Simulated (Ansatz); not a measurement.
Relaxation of Cl$_{3}$F$_{2}$HOTa (8 atoms, charge 0, multiplicity 2), to a largest force component of 0.03 eV/Å in at most 50 steps.

Theory: UKS PBE/def2-SVP in Ansatz 0.2.0.

```xyz
8
Properties=species:S:1:pos:R:3
Ta -0.382 -0.167 0.231
Cl 3.143 0.245 -0.695
F 0.232 -0.186 2.010
Cl 0.553 -0.568 -1.889
Cl -0.663 2.124 0.007
O -1.551 -1.643 0.300
H -2.497 -1.869 0.266
F 4.503 0.688 0.007
```

**Question.** Where does it end, and by what steps?

**Answer.** The run converged. After 40 steps the energy has fallen by 4.155 eV; F8 moved furthest, 2.36 Å. Parted: Cl2–F8 (1.59 → 2.99 Å). Joined: Ta1–Cl2 (3.67 → 2.58 Å), Ta1–F8 (4.96 → 1.90 Å).

```
step  energy less start (eV)  largest force component (eV/Å)  accepted
   0                  0.0000                           2.480       yes
   2                 -0.1323                           0.258       yes
   4                 -0.3412                           0.748       yes
   6                 -1.1736                           0.626       yes
   8                 -1.3332                           0.399       yes
  10                 -1.5309                           0.386       yes
  12                 -1.7033                           0.670       yes
  14                 -1.8210                           0.214       yes
  16                 -1.9636                           0.365       yes
  18                 -2.2776                           0.773       yes
  20                 -2.8743                           0.756       yes
  22                 -3.2177                           0.829       yes
  24                 -3.7598                           1.058       yes
  26                 -4.0587                           0.394       yes
  28                 -4.1190                           0.440       yes
  30                 -4.1429                           0.126       yes
  32                 -4.1482                           0.150       yes
  34                 -4.1518                           0.037       yes
  36                 -4.1538                           0.210       yes
  38                 -4.1548                           0.042       yes
  40                 -4.1550                           0.010       yes
```

```xyz
8
Properties=species:S:1:pos:R:3
Ta 0.563 0.200 0.290
Cl 1.947 -1.788 -0.602
F 1.040 -0.081 2.082
Cl 0.600 -0.133 -2.237
Cl -0.723 2.117 0.244
O -0.878 -1.018 0.343
H -1.397 -1.808 0.129
F 2.185 1.136 -0.013
```

Whether the end is a true minimum wasn't checked by a vibrational analysis.

Time of the run: 2.4 min on 4 threads of Arm Neoverse V2, with other jobs on the host, peak memory 0.3 GiB.
